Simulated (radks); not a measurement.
The rhodium ion Rh20+, 25 electrons, occupied as [Ar] 3d7.

All-electron calculation, scalar-relativistic Kohn-Sham, HCTH/407, spin-polarised, spherical densities, finite nucleus; open shells are filled with parallel spins first (spin-orbit coupling, left out, can overturn this in heavy ions); Fermi nuclear charge, rms radius 4.4945 fm. Program: a radial shooting solver on a logarithmic mesh with Libxc functionals.

Energy parts (eV):
part                       energy
total                 -124827.729
kinetic                129447.989
electron-nucleus      -284483.699
Hartree                 33457.913
exchange-correlation    -3249.932

Orbitals (lengths in bohr, moments of r in powers of bohr; r(max) is where P^2 peaks):
| orbital | occ. | eigenvalue (eV) | r(max) |
|---|---|---|---|
| 1s up | 1 | -23693.95 | 0.02119 |
| 1s down | 1 | -23693.83 | 0.02119 |
| 2s up | 1 | -3999.923 | 0.1197 |
| 2s down | 1 | -3992.548 | 0.1196 |
| 2p up | 3 | -3657.019 | 0.09566 |
| 2p down | 3 | -3651.488 | 0.09557 |
| 3s up | 1 | -1190.388 | 0.3437 |
| 3s down | 1 | -1181.873 | 0.3442 |
| 3p up | 3 | -1077.427 | 0.3348 |
| 3p down | 3 | -1068.649 | 0.3354 |
| 3d up | 5 | -904.6865 | 0.2771 |
| 3d down | 2 | -894.1348 | 0.2783 |

The highest occupied level is 3d down at -894.13 eV. The spin density at the nucleus is -6.97 e/bohr^3 (1s -1.01, 2s -17.27, 3s 11.30). Spin moment in Bohr magnetons: 3. For comparison, the ionisation energy in NIST's Atomic Spectra Database is 921 eV (theoretical). In exact Kohn-Sham theory the highest level is minus the ionisation energy, but local and semilocal functionals leave it too shallow, through self-interaction and a potential that decays too fast; potentials with the right tail come closer.
